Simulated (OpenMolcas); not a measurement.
# Ne V: effect of the active space

```json
{
 "Program": "OpenMolcas",
 "Method": "CASSCF or its RAS form",
 "Basis": "ANO-RCC-VTZP",
 "Scalar Hamiltonian": "DKH2, point nucleus",
 "Spin-orbit coupling": "state interaction with AMFI integrals over the reference wave functions, term energies averaged over their components"
}
```

A. 2 electrons in 3 orbitals (2p); 2S+1 = 3 even, 3 roots; 2S+1 = 1 even, 6 roots; cost roughly 2.6 core-seconds
B. 4 electrons in 4 orbitals (2s 2p); 2S+1 = 3 even, 3 roots; 2S+1 = 1 even, 6 roots; 2S+1 = 5 odd, 1 root; 2S+1 = 3 odd, 9 roots; 2S+1 = 1 odd, 8 roots; cost of the order of 13 core-seconds
C. 4 electrons in 8 orbitals (2s 2p 3s 3p); 2S+1 = 3 even, 3 roots; 2S+1 = 1 even, 6 roots; 2S+1 = 5 odd, 1 root; 2S+1 = 3 odd, 9 roots; 2S+1 = 1 odd, 8 roots; cost roughly 18 core-seconds
D. 4 electrons in 9 orbitals (RAS2 2s 2p; RAS3 3d, at most 2 electrons); 2S+1 = 3 even, 3 roots; 2S+1 = 1 even, 6 roots; 2S+1 = 5 odd, 1 root; 2S+1 = 3 odd, 9 roots; 2S+1 = 1 odd, 8 roots; cost about 26 core-seconds

Energies in eV above 2s2 2p2 3P0, the measured ground level; measured values from NIST levels in Podobedova, Fuhr, Reader and Wiese, J. Phys. Chem. Ref. Data 33, 525 (2004).

| Level | A | B | C | D | Measured |
| --- | --- | --- | --- | --- | --- |
| 2s2 2p2 3P0 | 0.0000 | 0.0000 | 0.0000 | 0.0000 | 0.0000 |
| 2s2 2p2 3P1 | 0.0508 | 0.0497 | 0.0498 | 0.0493 | 0.0511 |
| 2s2 2p2 3P2 | 0.1474 | 0.1431 | 0.1435 | 0.1425 | 0.1376 |
| 2s2 2p2 1D2 | 4.0666 | 4.0633 | 4.0804 | 3.9941 | 3.7557 |
| 2s2 2p2 1S0 | 9.9688 | 7.5338 | 7.3750 | 8.3185 | 7.9243 |

Deviations, from unrounded energies. A percentage is the sum of absolute deviations over the sum of measured energies, with the sign that they share, or ± where signs differ.

```csv
Against measurement,Levels,A,B,C,D
mean absolute deviation (cm-1),4,4800,1400,1800,1300
fine structure of the ground term (%),2,±5.4,±3.6,±3.8,±3.5
other terms of the ground configuration (%),2,+20.2,±6.0,±7.5,+5.4
```

D lies closest to measurement on these levels and A furthest from it. The largest miss of D in the table is 2s2 2p2 1S0, by +3200 cm-1. The ranking rests on the paired levels alone, and a cruder setting can come out closer through cancelling errors.

Among A to D the level of the table that moves most is 2s2 2p2 1S0, by 21000 cm-1 (lowest in C, highest in A).

With the s shell closed, the reference lacks s² → p² mixing (holds for A). Active for correlation alone: 3p 3s; no level in the range computed is led by a configuration that fills them, so any true level of that kind is missing (holds for C). Active for correlation alone: 3d; no level in the range computed is led by a configuration that fills it, so any true level of that kind is missing (holds for D). Computed and measured levels are paired by configuration, term and J; levels that our copy of the source lacks, or whose pairing is in doubt (as where it misses far off the trend of its configuration), stay unpaired and out of the deviations. Only configurations of the active space appear. Levels that lie high or do not pair safely by name in every column are left out.
